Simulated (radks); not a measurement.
Question: These are the eigenvalues of the occupied orbitals of an atom or ion with whole-number occupations (eV). Calculated with a radial shooting solver on a logarithmic mesh with Libxc functionals: Dirac Kohn-Sham, BLYP, spin-unpolarised, spherical densities, finite nucleus; Fermi nuclear charge, rms radius of each element as measured or else 0.836 A^(1/3) + 0.57 fm.

1s1/2: -72021.83
2s1/2: -12873.79
2p1/2: -12342.86
2p3/2: -10902.40
3s1/2: -3344.218
3p1/2: -3106.596
3p3/2: -2793.308
3d3/2: -2393.144
3d5/2: -2325.106
4s1/2: -1056.151
4p1/2: -956.2117
4p3/2: -879.8007
4d3/2: -714.6862
4d5/2: -700.0117
4f5/2: -489.6890
4f7/2: -486.4636

Which element is it, and in what charge state? The configuration may be excited. Open shells, if any, fill j = l - 1/2 first.

Answer: Z = 75, rhenium, charge +19: Re19+ in [Kr] 4d10 4f10. The list shows which subshells hold electrons but not how many an open one holds; the 1s level, -2646.8 hartree, gives Z - s = 72.8 by -(Z - s)^2/2, which with screening and relativity narrows Z to a few neighbours, and the depths of the outer levels then fix element, charge and occupations together.
